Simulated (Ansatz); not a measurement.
Born–Oppenheimer molecular dynamics of Cl$_{2}$FH$_{3}$O$_{2}$W (9 atoms, charge 0, multiplicity 1). It goes on from the last frame of an earlier run, with new velocities.

The calculation used RHF/def2-SVP in Ansatz.

```
ensemble                      : NVE (velocity Verlet)
time step                     : 0.25 fs
steps asked                   : 100
starting velocities drawn for : 500 K
masses                        : H 3.016 u
seed                          : 487776
```

Frames 0.25 fs apart, positions in Å, forces in eV/Å.

Velocities at 17.5 fs (Å/ps):

```
W -0.47 -1.39 0.23
O 6.92 1.47 -10.54
H -4.80 -7.87 -7.10
Cl 2.24 -0.65 1.85
Cl -2.37 4.92 0.61
H -6.04 -7.12 6.10
O -2.78 5.64 -2.92
H 16.24 25.85 1.47
F 0.44 -2.27 4.42
```

```xyz
9
Properties=species:S:1:pos:R:3:forces:R:3 time_fs=17.5 energy_less_start_eV=-0.025 T=527
W 0.084 -0.190 0.297 -0.65 -0.71 1.44
O -0.216 0.273 2.061 0.48 -1.30 -2.29
H -0.362 0.609 2.917 -0.22 0.37 0.73
Cl 2.319 0.402 0.186 0.43 0.07 -0.23
Cl -0.467 2.045 -0.210 -0.15 -0.11 -0.41
H -1.563 -0.249 -0.192 0.50 -0.08 0.45
O 0.103 -2.035 0.699 -0.69 1.74 -0.18
H -0.396 -2.758 0.350 0.11 -0.34 -0.13
F 0.179 -0.713 -1.512 0.19 0.36 0.63
9
Properties=species:S:1:pos:R:3:forces:R:3 time_fs=17.75 energy_less_start_eV=-0.031 T=534
W 0.084 -0.191 0.297 -0.63 -0.64 1.37
O -0.214 0.273 2.059 0.45 -1.27 -2.18
H -0.363 0.607 2.915 -0.21 0.35 0.70
Cl 2.320 0.402 0.187 0.42 0.07 -0.23
Cl -0.468 2.046 -0.210 -0.15 -0.12 -0.41
H -1.564 -0.251 -0.191 0.51 -0.08 0.45
O 0.102 -2.034 0.698 -0.47 2.01 -0.01
H -0.392 -2.751 0.351 -0.11 -0.68 -0.29
F 0.180 -0.714 -1.511 0.19 0.36 0.60
9
Properties=species:S:1:pos:R:3:forces:R:3 time_fs=18 energy_less_start_eV=-0.034 T=537
W 0.084 -0.191 0.297 -0.62 -0.58 1.29
O -0.213 0.274 2.056 0.43 -1.23 -2.04
H -0.364 0.605 2.914 -0.20 0.33 0.65
Cl 2.321 0.402 0.187 0.42 0.07 -0.23
Cl -0.469 2.048 -0.210 -0.15 -0.14 -0.41
H -1.566 -0.253 -0.189 0.52 -0.07 0.45
O 0.101 -2.032 0.697 -0.25 2.29 0.16
H -0.388 -2.745 0.351 -0.33 -1.01 -0.45
F 0.180 -0.714 -1.510 0.18 0.35 0.57
9
Properties=species:S:1:pos:R:3:forces:R:3 time_fs=18.25 energy_less_start_eV=-0.034 T=538
W 0.084 -0.191 0.297 -0.59 -0.51 1.22
O -0.211 0.274 2.053 0.39 -1.19 -1.88
H -0.366 0.603 2.912 -0.19 0.30 0.59
Cl 2.321 0.401 0.188 0.41 0.07 -0.23
Cl -0.469 2.049 -0.210 -0.14 -0.16 -0.41
H -1.567 -0.255 -0.187 0.52 -0.07 0.46
O 0.101 -2.030 0.697 -0.03 2.56 0.34
H -0.384 -2.739 0.351 -0.55 -1.35 -0.61
F 0.180 -0.715 -1.509 0.18 0.35 0.53
9
Properties=species:S:1:pos:R:3:forces:R:3 time_fs=18.5 energy_less_start_eV=-0.033 T=536
W 0.084 -0.192 0.297 -0.57 -0.44 1.13
O -0.209 0.274 2.050 0.36 -1.14 -1.71
H -0.367 0.601 2.911 -0.17 0.27 0.51
Cl 2.322 0.401 0.188 0.41 0.07 -0.23
Cl -0.470 2.050 -0.210 -0.14 -0.17 -0.42
H -1.568 -0.256 -0.186 0.53 -0.07 0.46
O 0.100 -2.029 0.696 0.18 2.82 0.51
H -0.380 -2.733 0.351 -0.76 -1.68 -0.76
F 0.180 -0.715 -1.507 0.18 0.34 0.50
9
Properties=species:S:1:pos:R:3:forces:R:3 time_fs=18.75 energy_less_start_eV=-0.030 T=533
W 0.083 -0.192 0.298 -0.55 -0.38 1.05
O -0.207 0.274 2.047 0.31 -1.08 -1.52
H -0.369 0.600 2.910 -0.16 0.24 0.42
Cl 2.322 0.401 0.188 0.40 0.07 -0.23
Cl -0.470 2.051 -0.210 -0.14 -0.19 -0.42
H -1.569 -0.258 -0.184 0.53 -0.06 0.46
O 0.099 -2.027 0.695 0.38 3.06 0.68
H -0.377 -2.728 0.351 -0.96 -2.00 -0.91
F 0.180 -0.716 -1.506 0.18 0.34 0.46
9
Properties=species:S:1:pos:R:3:forces:R:3 time_fs=19 energy_less_start_eV=-0.026 T=529
W 0.083 -0.192 0.298 -0.52 -0.31 0.97
O -0.205 0.274 2.044 0.27 -1.02 -1.31
H -0.370 0.598 2.909 -0.14 0.20 0.32
Cl 2.323 0.401 0.189 0.40 0.06 -0.23
Cl -0.471 2.053 -0.210 -0.14 -0.20 -0.42
H -1.570 -0.260 -0.182 0.53 -0.06 0.46
O 0.098 -2.025 0.694 0.57 3.28 0.84
H -0.373 -2.723 0.351 -1.15 -2.29 -1.05
F 0.180 -0.716 -1.505 0.18 0.33 0.43
9
Properties=species:S:1:pos:R:3:forces:R:3 time_fs=19.25 energy_less_start_eV=-0.022 T=524
W 0.083 -0.193 0.298 -0.49 -0.23 0.88
O -0.204 0.275 2.041 0.22 -0.96 -1.09
H -0.371 0.597 2.908 -0.11 0.16 0.21
Cl 2.324 0.401 0.189 0.40 0.06 -0.22
Cl -0.472 2.054 -0.210 -0.14 -0.22 -0.42
H -1.571 -0.262 -0.179 0.53 -0.05 0.46
O 0.098 -2.023 0.694 0.73 3.46 0.98
H -0.370 -2.718 0.351 -1.31 -2.55 -1.18
F 0.180 -0.717 -1.504 0.17 0.32 0.39
9
Properties=species:S:1:pos:R:3:forces:R:3 time_fs=19.5 energy_less_start_eV=-0.019 T=521
W 0.083 -0.193 0.298 -0.46 -0.16 0.79
O -0.202 0.275 2.038 0.17 -0.89 -0.86
H -0.373 0.595 2.907 -0.09 0.12 0.10
Cl 2.324 0.401 0.190 0.40 0.06 -0.22
Cl -0.472 2.055 -0.209 -0.14 -0.23 -0.42
H -1.572 -0.264 -0.177 0.52 -0.05 0.45
O 0.097 -2.021 0.693 0.86 3.59 1.11
H -0.367 -2.714 0.350 -1.44 -2.76 -1.29
F 0.181 -0.717 -1.503 0.17 0.31 0.35
9
Properties=species:S:1:pos:R:3:forces:R:3 time_fs=19.75 energy_less_start_eV=-0.016 T=518
W 0.083 -0.194 0.298 -0.42 -0.08 0.69
O -0.200 0.275 2.035 0.12 -0.82 -0.63
H -0.374 0.593 2.906 -0.06 0.08 -0.02
Cl 2.325 0.400 0.190 0.39 0.06 -0.22
Cl -0.473 2.056 -0.209 -0.14 -0.24 -0.42
H -1.572 -0.266 -0.175 0.52 -0.04 0.45
O 0.096 -2.018 0.693 0.96 3.68 1.21
H -0.364 -2.710 0.349 -1.54 -2.93 -1.37
F 0.181 -0.718 -1.501 0.17 0.31 0.31
9
Properties=species:S:1:pos:R:3:forces:R:3 time_fs=20 energy_less_start_eV=-0.016 T=518
W 0.083 -0.194 0.298 -0.39 -0.01 0.59
O -0.198 0.275 2.032 0.07 -0.75 -0.39
H -0.376 0.592 2.905 -0.03 0.03 -0.13
Cl 2.325 0.400 0.191 0.39 0.06 -0.22
Cl -0.473 2.057 -0.209 -0.14 -0.25 -0.43
H -1.573 -0.268 -0.173 0.51 -0.04 0.45
O 0.096 -2.016 0.692 1.02 3.70 1.29
H -0.362 -2.707 0.348 -1.60 -3.05 -1.43
F 0.181 -0.718 -1.500 0.16 0.30 0.27
9
Properties=species:S:1:pos:R:3:forces:R:3 time_fs=20.25 energy_less_start_eV=-0.018 T=520
W 0.083 -0.194 0.298 -0.35 0.07 0.50
O -0.196 0.275 2.028 0.01 -0.68 -0.14
H -0.377 0.590 2.904 0.00 -0.01 -0.25
Cl 2.326 0.400 0.191 0.39 0.06 -0.22
Cl -0.474 2.059 -0.209 -0.14 -0.27 -0.43
H -1.573 -0.270 -0.170 0.50 -0.03 0.44
O 0.095 -2.014 0.692 1.04 3.67 1.33
H -0.359 -2.705 0.346 -1.62 -3.11 -1.46
F 0.181 -0.719 -1.499 0.16 0.29 0.22
```

Of the whole run (25 fs, mean temperature of the second half 483 K): The conserved energy stayed within 0.035 meV per atom of its start (net change -0.013 meV per atom), so the integration is sound. A run of 0.025 ps of so small a system gives no equilibrium averages.

Time of the run: 5.4 min on 2 threads of Intel(R) Xeon(R) Platinum 8259CL CPU @ 2.50GHz (Skylake/Cascade Lake), with other jobs on the host, peak memory 0.33 GiB.
